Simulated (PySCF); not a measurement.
C₂H₄BF₂N, SMILES C/N=C/B(F)F.

Geometry: B3LYP-D3(BJ)/def2-SVP. The structure was generated by enumeration; whether it is a known compound was not checked. Other conformers were not sampled.

All values below come from PBE0/def2-TZVP run with PySCF.

Symmetry labels are those of the subgroup Cs that the program uses (full group Cs).

Computed valence orbital energies around the gap with their symmetry:
| orbital | symmetry | energy (eV) |
|---|---|---|
| HOMO−7 | A' | -13.49 |
| HOMO−6 | A" | -12.57 |
| HOMO−5 | A" | -12.46 |
| HOMO−4 | A' | -12.41 |
| HOMO−3 | A' | -11.96 |
| HOMO−2 | A' | -10.43 |
| HOMO−1 | A" | -9.20 |
| HOMO | A' | -7.69 |
| LUMO | A" | -1.90 |
| LUMO+1 | A' | 1.07 |
| LUMO+2 | A' | 1.73 |
| LUMO+3 | A" | 2.02 |
